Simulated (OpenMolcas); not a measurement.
N3+: effect of the IPEA shift

```
Program             : OpenMolcas
Basis               : ANO-R2 [4s4p2d1f]
Scalar Hamiltonian  : X2C, finite nucleus
Active space        : 2 electrons in 4 orbitals (2s 2p)
State averaging     : 2S+1 = 3 even, 3 roots; 2S+1 = 1 even, 7 roots; 2S+1 = 3 odd, 3 roots; 2S+1 = 1 odd, 3 roots
Spin-orbit coupling : RASSI with atomic mean-field integrals over the reference wave functions, term energies averaged over their components
```

Methods on the same reference wave functions:
A. CASSCF
B. MS-CASPT2, IPEA 0.25 Eh, imaginary shift 0.1 Eh (closed shells correlated: 1s)
C. MS-CASPT2, IPEA 0.5 Eh, imaginary shift 0.1 Eh (closed shells correlated: 1s)

Energies in cm⁻¹ above 2s² ¹S₀, the measured ground level; measured values from Moore, Selected Tables of Atomic Spectra, NSRDS-NBS 3, section 4.

| Level | A | B | C | Measured |
| --- | --- | --- | --- | --- |
| 2s² ¹S₀ | 0.0 | 0.0 | 0.0 | 0.0 |
| 2s 2p ³P°₀ | 67997 | 67535 | 67570 | 67209 |
| 2s 2p ³P°₁ | 68065 | 67603 | 67638 | 67272 |
| 2s 2p ³P°₂ | 68201 | 67740 | 67774 | 67416 |
| 2s 2p ¹P°₁ | 142306 | 133079 | 133373 | 130694 |
| 2p² ³P₀ | 177787 | 176282 | 176348 | 175535 |
| 2p² ³P₁ | 177855 | 176350 | 176416 | 175608 |
| 2p² ³P₂ | 177989 | 176484 | 176550 | 175733 |
| 2p² ¹D₂ | 199611 | 190859 | 191174 | 188882 |
| 2p² ¹S₀ | 249578 | 237650 | 237895 | 235369 |

Deviations, from unrounded energies. A percentage is the sum of absolute deviations over the sum of measured energies, with the sign that they share, or ± where signs differ.

```
           Against measurement  Levels     A     B     C
mean absolute deviation (cm-1)       9  5100  1100  1200
      other configurations (%)       9  +3.6  +0.8  +0.9
```

B lies closest to measurement on these levels and A furthest from it. The largest miss of B in the table is 2s 2p ¹P°₁, by +2400 cm-1. The ranking rests on the paired levels alone, and a cruder setting can come out closer through cancelling errors.

Between B and C the level of the table that moves most is 2p² ¹D₂, by 310 cm-1 (lowest in B, highest in C).

The lowest spin-free term lies below A's lowest term by 0.013 hartree in B, 0.013 hartree in C.

Computed and measured levels are paired by configuration, term and J; levels that our copy of the source lacks, or whose pairing is in doubt (as where it misses far off the trend of its configuration), stay unpaired and out of the deviations. Levels of configurations outside the active space are missing.

° marks odd parity.
